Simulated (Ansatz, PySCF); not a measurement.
Te(Br)(GeH3) (BrGeH₃Te), SMILES Br[Te][GeH3]. Atoms are numbered in the order given.

```xyz
6

Te     1.0270     0.0401     0.0000
Br    -0.7816     1.8514     0.0000
Ge    -0.7184    -1.8796     0.0000
H      0.1061    -3.1837     0.0000
H     -1.5841    -1.7767     1.2670
H     -1.5841    -1.7767    -1.2670
```

The structure is a stationary point at B3LYP-D3(BJ)/def2-SVP. The structure was generated by enumeration, and PubChem lists no compound with its InChIKey, so it may never have been made. The def2 effective core potentials stand for the cores of Te; spin–orbit coupling is left out.

Vertical ionisation energy (IE) and electron affinity (EA) in eV. Rows of orbital energies are one-electron estimates. Where ΔSCF, EOM or ADC give a negative EA the extra electron is unbound and the value depends on the basis.

```csv
level,IE,EA
"−ε(HOMO), −ε(LUMO), PBE0/def2-TZVPD (PySCF)",6.52,2.94
"−ε(HOMO), −ε(LUMO), PBE/def2-TZVPD (PySCF)",5.46,3.72
"ΔSCF, PBE0/def2-SVPD (Ansatz), final states of multiplicity 2 and 2",8.42,1.32
"ΔSCF, PBE/def2-SVPD (Ansatz), final states of multiplicity 2 and 2",…,…
```

**Question.** Some entries are withheld; supply them. (Estimate from the structure and the level; the computed values follow.)

**Answer.** 
- ΔSCF, PBE/def2-SVPD (Ansatz, a first-principles code), final states of multiplicity 2 and 2, IE: 8.23
- ΔSCF, PBE/def2-SVPD (Ansatz), final states of multiplicity 2 and 2, EA: 1.28

**Question.** What vertical singlet–triplet gap does ΔSCF give with PBE0/def2-SVPD (Ansatz) and with PBE/def2-SVPD (Ansatz)? (Estimate from the structure and the level; the computed values follow.)

**Answer.** 1.53 and 1.48 eV (triplet above singlet where positive).
